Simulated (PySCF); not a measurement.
K: electron affinity

K⁻ [Ar] 4s2 (1S) → K [Ar] 4s1 (2S), as a difference of total energies. Computed with PySCF 2.14 in aug-cc-pVTZ-X2C (7s6p4d2f, 59 functions), with scalar relativity by spin-free X2C-1e. Correlated levels: valence: [Ar] frozen. The calculations carry no spin-orbit coupling.

```
           method  electron affinity (eV)
              UHF                  -0.091
              LDA                   0.587
              PBE                   0.523
             PBE0                   0.483
           r2SCAN                   0.408
            B97-3                   0.592
             BLYP                   0.446
              M06                   0.451
            TPSSh                   0.523
    MP2 (valence)                   0.288
SCS-MP2 (valence)                   0.364
```

Errors of the correlated levels include the incompleteness of this basis and the frozen core.

A negative affinity means that the anion lies above the atom at that level of theory.

In the anion the highest occupied orbital energy is positive at LDA, PBE, PBE0, r2SCAN, B97-3, BLYP, M06, TPSSh, a self-interaction effect; the basis confines that electron, and the energy difference can still be sensible.

For comparison: 0.501 eV (measured; photodetachment measurements, as compiled on the Wikipedia data page of electron affinities).
